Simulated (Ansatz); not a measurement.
Gas-phase electronic energies from Ansatz, PBE0-D4/def2-TZVP geometries. CBS: MP2 limit from def2 TZ/QZ plus the TZ coupled-cluster correction, frozen cores. This one scheme is used for every species. DFT in def2-TZVPP. Elements past krypton have def2 core potentials. For Sn outer-core shells are correlated without core-valence functions, which leaves a few kJ/mol of doubt a bond. One conformer a species, not always the lowest.

Consider the formal exchange of groups at the Al–S bond: `[CH3][AlH][SH]` + `[SnH4]` → `[CH3][AlH][SnH3]` + H₂S.

CCSD(T)/CBS gives +75.8 kJ/mol.

Task: Another level gave +81.2 kJ/mol. Which?
A. PBE-QIDH/def2-TZVPP
B. HF/def2-TZVPP
C. B97M-V/def2-TZVPP
D. BLYP/def2-TZVPP

Result: A. PBE-QIDH 81.2, BLYP 76.8, B97M-V 94.1, HF/def2-TZVPP 87.4 kJ/mol.

Largest T1 diagnostic among the species: 0.013.

At CCSD(T), def2-SVP lies +6.4 kJ/mol from the extrapolated value and def2-TZVPP +4.7 kJ/mol. From BLYP to BHLYP (50 % exact exchange), in def2-TZVPP and without D4, ΔE moves by +6.4 kJ/mol.
